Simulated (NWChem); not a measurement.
System: ZnSiH3I; SMILES [SiH3][Zn][I]

```xyz
6

Zn    -0.6333    -0.2629     0.6102
I      1.0592     0.4362    -1.0189
Si    -2.2691    -0.9269     2.1838
H     -3.0191    -2.1296     1.7031
H     -3.2587     0.1717     2.4165
H     -1.6393    -1.2692     3.4979
```
Atoms are numbered in this order, from 1.

Level: PBE0/def2-SVP with def2 effective core potentials on I (NWChem), optimised geometry, unscaled harmonic frequencies. def2 effective core potentials on I; no spin-orbit coupling.

Problem. List the harmonic frequencies with IR intensities, and the thermochemistry.

Solution. 
| frequency (cm⁻¹) | IR intensity (km/mol) |
|---|---|
| 70 | 4.1 |
| 70 | 4.1 |
| 205 | 13.6 |
| 362 | 26.4 |
| 451 | 3.6 |
| 452 | 3.6 |
| 852 | 319.5 |
| 930 | 34.2 |
| 931 | 34.2 |
| 2215 | 73.1 |
| 2226 | 82.1 |
| 2226 | 82.0 |

```yaml
zero_point_energy: 15.7 kcal/mol
thermal correction to the enthalpy at 298.15 K (with zero-point energy): 20.1 kcal/mol
heat capacity Cv: 17.5 cal/(mol K)
entropy at 298.15 K and 1 atm (symmetry number 3): 79.7 cal/(mol K)
```

Rigid rotor and harmonic oscillator; modes under 100 cm⁻¹ make the entropy uncertain.
